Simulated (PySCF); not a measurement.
Fractional electron number in Nb⁻ (niobium, charge -1)

The 5s beta orbital of [Kr] 4d4 5s2 is emptied in steps (occupation f), with all orbitals relaxed, ending at [Kr] 4d4 5s1. Computed with PySCF 2.14 in def2-TZVPPD with the def2 core potential (28 electrons) (6s4p3d2f1g, 56 functions), with scalar relativity through the core potential. The exact energy is a straight line in f; departures are measured from the line between the end points of the same method.

```tsv
f	BHandHLYP (eV)
1	0.000
0.8	-0.176
0.6	-0.266
0.4	-0.268
0.2	-0.179
0	0.000
```

```tsv
method	E(f=0) − E(f=1) (eV)	−ε at f=1 (eV)	−ε at f=0.4 (eV)
BHandHLYP	0.421	-0.669	0.635
```

Orbital energy along the path (eV):

| f | BHandHLYP |
| --- | --- |
| 1 | 0.669 |
| 0.8 | 0.245 |
| 0.6 | -0.189 |
| 0.4 | -0.635 |
| 0.2 | -1.096 |
| 0 | -1.438 |

At f = 1 the orbital energy is positive for BHandHLYP: only the finite basis holds the electron.

Reference removal energy between the ground levels: 0.917 eV (measured; photodetachment measurements, as compiled on the Wikipedia data page of electron affinities). The calculation has no spin-orbit coupling.
